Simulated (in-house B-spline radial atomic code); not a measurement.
**Kr8+: [Ne] 3s2 3p5 3d10 5d1 (an excited or competing configuration)**

Method: Dirac-Hartree-Fock, average of configuration, Fermi nucleus of rms radius 4.1884 fm. Calculated with a B-spline radial code for spherical atoms.

Effective charges: Z_r = [3n² - l(l+1)]/(2<r>) from the radius, Z_e = n√(-2ε) from the energy, and Slater's rules. Values are occupation-weighted means over j. An effective charge above Z reflects the relativistic contraction of the inner shells.

| shell | electrons | ε (eV) | <r> (bohr) | Z_r | Z_e | Slater |
| --- | --- | --- | --- | --- | --- | --- |
| 1s | 2 | -14591 | 0.04146 | 36.18 | 32.75 | 35.70 |
| 2s | 2 | -2130.3 | 0.1825 | 32.87 | 25.03 | 31.85 |
| 2p | 6 | -1898.9 | 0.16 | 31.24 | 23.63 | 31.85 |
| 3s | 2 | -461.29 | 0.5215 | 25.88 | 17.47 | 25.10 |
| 3p | 5 | -388.17 | 0.5278 | 23.68 | 16.02 | 25.10 |
| 3d | 10 | -260.78 | 0.526 | 19.96 | 13.13 | 15.85 |
| 5d | 1 | -56.987 | 2.92 | 11.82 | 10.23 | 9.00 |

The least bound orbital is 5d5/2 at -56.95 eV, and it is also the most diffuse (<r> = 2.922 bohr). The part-filled 3p shell lies below the filled 3d shell in orbital energy.

Spin-orbit splittings of the orbital energies (j = l + 1/2 above j = l - 1/2 when positive): 2p 54.43 eV, 3p 8.572 eV, 3d 1.444 eV, 5d 0.09113 eV.

For the 1s electron the small component carries 1.71 % of the norm, the zero-frequency Breit interaction raises the level by 23.47 eV, self-energy by 12.52 eV, and vacuum polarisation lowers it by 1.302 eV.
